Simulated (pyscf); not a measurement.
Single points on ωB97X-D3(BJ)/def2-SVP structures (PySCF, gas phase).

**Question.** Estimate by transition-state theory the rate constant of `[SiH3][Si]([SiH3])([SiH3])[Cl]` + `[SiH2][Cl]` [doublet] → `[SiH3][Si]([SiH3])[SiH3]` [doublet] + `[Cl][SiH2][Cl]` (doublet surface; Cl–Si broken, Cl–Si formed) at 298 K, with ωB97M-D3(BJ)/def2-TZVP energies (ideal gas, 1 atm, RRHO with modes under 100 cm⁻¹ raised to 100, one conformer, R ln 2 for chiral ones without a mode under 150 cm⁻¹; no tunnelling).

**Answer.** The electronic barrier is 11.4 kcal/mol and the thermal terms add +11.8, so ΔG‡ = 23.2 kcal/mol. With k_BT/h = 6.21e+12 s⁻¹ and RT = 0.592 kcal/mol, and a volume of 4.06e-20 cm³ per molecule at 1 atm, k = 2.3e-24 cm³ molecule⁻¹ s⁻¹. Wigner's tunnelling factor for 467i cm⁻¹ would be 1.21. A shift of 1 kcal/mol in the barrier changes k by a factor 5.4. One saddle was located; it need not be the lowest between these sides. The angle at the transferred Cl is 177°.
